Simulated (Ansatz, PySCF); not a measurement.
This PySCF input computes a r2SCAN/def2-TZVPD energy:

```python
from pyscf import gto, scf, dft

mol = gto.M(
    atom='''
    Si    0.05621184    0.06010527   -0.02970235
    O     1.30246562   -0.64783037   -0.77372147
    O     0.41205874    0.77162967    1.40240846
    O    -0.79084152    1.12826139   -0.92231548
    N    -0.90931770   -1.36128719    0.18150904
    H     1.24866779    0.53714127    1.81170386
    H    -1.02809362    1.96162156   -0.50874294
    H    -1.42901427   -1.72612021   -0.60462414
    H    -0.60276433   -2.10159171    0.79596054
    ''',
    basis='def2-tzvpd',
    charge=0,
    spin=1,
    verbose=4,
)

mf = dft.UKS(mol, xc='r2scan').density_fit(auxbasis='def2-universal-jkfit')
mf.grids.level = 4
mf.conv_tol = 1e-9
mf.max_cycle = 100
mf.max_memory = 1500
mf.kernel()
if not mf.converged:
    mf = mf.newton()
    mf.kernel(mf.make_rdm1())
for _ in range(2):
    mo, _, stable, _ = mf.stability(return_status=True)
    if stable:
        break
    mf.kernel(mf.make_rdm1(mo, mf.mo_occ))
mf.analyze()
```

Q: Write an input for the same energy in Ansatz (a first-principles code) and say what it gives.

A: 
Ansatz 0.2 input:
```yaml
crystal:
  periodic: [false, false, false]
  atoms:
    - {symbol: Si, position_ang: [0.05621184, 0.06010527, -0.02970235]}
    - {symbol: O, position_ang: [1.30246562, -0.64783037, -0.77372147]}
    - {symbol: O, position_ang: [0.41205874, 0.77162967, 1.40240846]}
    - {symbol: O, position_ang: [-0.79084152, 1.12826139, -0.92231548]}
    - {symbol: N, position_ang: [-0.90931770, -1.36128719, 0.18150904]}
    - {symbol: H, position_ang: [1.24866779, 0.53714127, 1.81170386]}
    - {symbol: H, position_ang: [-1.02809362, 1.96162156, -0.50874294]}
    - {symbol: H, position_ang: [-1.42901427, -1.72612021, -0.60462414]}
    - {symbol: H, position_ang: [-0.60276433, -2.10159171, 0.79596054]}
basis:
  gaussian:
    orbitals: def2-TZVPD
hamiltonian:
  xc: {name: r2SCAN}
magnetization: {spin_polarized: true, initial_magnetization: 1}
output: {forces: true}
```
It gives -572.42330 Eh, and PySCF -572.42342 Eh, a difference of 0.12 mEh, from the treatment of integrals and grids.

It need not be the lowest isomer of its formula.
